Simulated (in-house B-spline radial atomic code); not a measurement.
**LC-wPBE excitations of the ytterbium ion Yb²⁺**

Method: LC-wPBE. Computed with a B-spline radial code for spherical atoms: linear response of the closed shell [Xe] 4f14 with the functional's adiabatic kernel; scalar-relativistic (spin-free one-electron X2C), finite nucleus, no spin-orbit coupling, no double excitations, S, P, D and F terms only; shells from n = 3 respond. Only terms of natural parity with L up to 3 were computed.

Spin-orbit coupling is strong here, so these LS terms don't match observed levels.

Command:
```bash
python run_td.py task.json out
```
Settings (radii: box in bohr, nucleus in fm):
```
Z                        70
electrons                68
configuration            [Xe] 4f14
hamiltonian              x2c
method                   lc_wpbe
box_radius               29.48
rms_radius               5.3108
intervals                72
```

Time taken, with all properties: 11 s on 1 thread of Arm Neoverse N1, on a shared host.

The lowest states, in the order of their Tamm-Dancoff energies; the method's threshold (minus the highest occupied level) is 22.709 eV. Labels give the largest channel, * marks a mixed state, and oscillator strengths are full-response dipole values. Semilocal kernels can invert the small singlet-triplet splittings of Rydberg terms. Energies in eV:

```tsv
state	full response	Tamm-Dancoff	oscillator strength
4f → 6s 3F	2.879	2.885	-
4f → 6s 1F	2.987	2.990	-
4f → 5d 3P	3.539	3.637	-
4f → 5d 3F	3.869	3.909	-
4f → 5d 1F	4.347	4.358	-
4f → 5d 1P	?	?	?
4f → 6p 3D	7.812	7.817	-
4f → 6p 1D	7.996	8.004	-
4f → 7s 3F	12.787	12.789	-
4f → 7s 1F	12.820	12.821	-
4f → 6d 3P	13.449	13.459	-
4f → 6d 3F	?	?	-
4f → 6d 1F	13.616	13.618	-
4f → 6d 1P	13.777	13.845	5.47e-05
4f → 7p 3D	14.642	14.644	-
4f → 7p 1D	14.709	14.712	-
```

**Question.** Where does 4f → 6d 3F lie?

**Answer.** At 13.530 eV in full response, 13.534 eV in Tamm-Dancoff.

**Question.** Where does 4f → 5d 1P lie?

**Answer.** At 5.361 eV in full response, 5.846 eV in Tamm-Dancoff, oscillator strength 0.105.

**Question.** How large is the singlet-triplet splitting of 4f → 6s (F terms) in Tamm-Dancoff?

**Answer.** 0.104 eV, from the unrounded values.

**Question.** What polarisabilities and dispersion coefficient does the method give?

**Answer.** Dipole 7.706 bohr³, quadrupole 18.41 bohr⁵, C6 36.69 hartree·bohr⁶ for two such species.
